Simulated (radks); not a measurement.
The numbers below are computed, except where a source is named.
All-electron atom: Ni III in [Ne] 3s2 3p5 3d8 4f1 (not the ground configuration). Code: a radial shooting solver on a logarithmic mesh with Libxc functionals. Model: non-relativistic Kohn-Sham, r2SCAN, spin-polarised, spherical densities, point nucleus; open shells are filled with parallel spins first; meta-GGA in the generalised Kohn-Sham scheme.

Local quantities along the radius. ELF = 1/(1 + alpha^2) is the electron localisation function; alpha = (tau - tau_W)/tau_unif compares the Pauli kinetic energy density with that of the uniform gas (summed over spins).

```
   r/bohr * ELF (the largest magnitude, 1, reaches the edge; | marks zero)
 0.002776 |                                                      *
 0.003732 |                                                      *
 0.005018 |                                                      *
 0.006693 |                                                      *
 0.008998 |                                                      *
   0.0121 |                                                      *
  0.01627 |                                                      *
  0.02169 |                                                      *
  0.02917 |                                                     *
  0.03921 |                                                   *
  0.05272 |                                        *
  0.07088 |                   *
  0.09454 |               *
   0.1271 |                             *
   0.1709 |                                          *
   0.2298 |                                         *
   0.3064 |                    *
    0.412 |           *
   0.5539 |                                *
   0.7447 |                                         *
   0.9933 |                                   *
    1.335 |                  *
    1.795 |   *
    2.414 *
     3.22 *
    4.329 |*
     5.82 |*
    7.825 |*
    10.44 *
    14.03 *
```

On this mesh the ELF has minima near r = 0.082, 0.36 bohr, which separate the shells, and maxima near 0.20 (0.81), 0.74 (0.76).
